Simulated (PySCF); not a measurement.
O$_{2}$S, triplet, at a GFN2-xTB geometry (a higher spin typed on purpose: for a closed-shell molecule this is an excited state). Base run: PySCF with CAMB3LYP/def2-SVP.

Here is a job for PySCF.
```python
from pyscf import gto, scf, dft

mol = gto.M(
    atom='''
O    -1.26683570    0.43646074   -0.02466647
S    -0.01836758   -0.37354518    0.01924988
O     1.30357086    0.31062963   -0.01383328
''',
    basis='def2-svp',
    spin=2,
    verbose=4,
)

mf = dft.UKS(mol)
mf.xc = 'camb3lyp'
mf.kernel()
```

Each row names what was changed in the base input (with any setting that the change needs).

| change | E (Eh) | HOMO (eV) | dipole (D) | <S^2> |
|---|---|---|---|---|
| base | -548.20158 | -7.94 | 1.58 | 2.017 |
| functional = tpssh | -548.26396 | -5.73 | 1.41 | 2.010 |
| functional = scan | -548.23456 | -5.43 | 1.42 | 2.014 |
| functional = b97-1 | -548.16388 | -6.19 | 1.49 | 2.012 |
| functional = bhandhlyp | -548.15257 | -8.15 | 1.68 | 2.031 |
| functional = pw6b95 | -548.72625 | -6.65 | 1.52 | 2.014 |
| functional = lc_wpbe | -548.02768 | -9.38 | 1.64 | 2.019 |
| functional = b3lyp | -548.25796 | -6.21 | 1.50 | 2.012 |
| functional = o3lyp | -548.19750 | -5.64 | 1.44 | 2.009 |
| functional = revpbe | -548.14424 | -4.79 | 1.34 | 2.005 |
| functional = tpss | -548.29594 | -5.04 | 1.34 | 2.007 |
| functional = bp86 | -548.30268 | -4.94 | 1.35 | 2.004 |
| functional = wb97x | -548.19314 | -9.01 | 1.59 | 2.018 |

Total energies compare only within one method and basis.

Open shells are given as the SCF converged; they aren't shown to be the lowest states, and a large step between rows can be another state.
